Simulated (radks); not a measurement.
Results of a calculation; reference values are marked as such.
Task: These are the eigenvalues of the occupied orbitals of an atom or ion with whole-number occupations (hartree). Level of theory: scalar-relativistic Kohn-Sham, Slater X-alpha with alpha = 0.667, spin-polarised, spherical densities, finite nucleus; Fermi nuclear charge, rms radius of each element as measured or else 0.836 A^(1/3) + 0.57 fm (a radial shooting solver on a logarithmic mesh with Libxc functionals).

| orbital | eigenvalue |
|---|---|
| 1s | -402.7266 |
| 2s | -50.98799 |
| 2p | -44.68959 |
| 3s | -6.83281 |
| 3p | -4.90925 |
| 3d | -1.75434 |
| 4s | -1.04028 |

Which element is it, and in what charge state? The configuration may be excited. Open shells, if any, are filled with parallel spins first.

Result: Z = 32, germanium, charge +2: Ge2+ in [Ar] 3d10 4s2. The list shows which subshells hold electrons but not how many an open one holds; the 1s level, -402.73 hartree, gives Z - s = 28.4 by -(Z - s)^2/2, which with screening and relativity narrows Z to a few neighbours, and the depths of the outer levels then fix element, charge and occupations together.
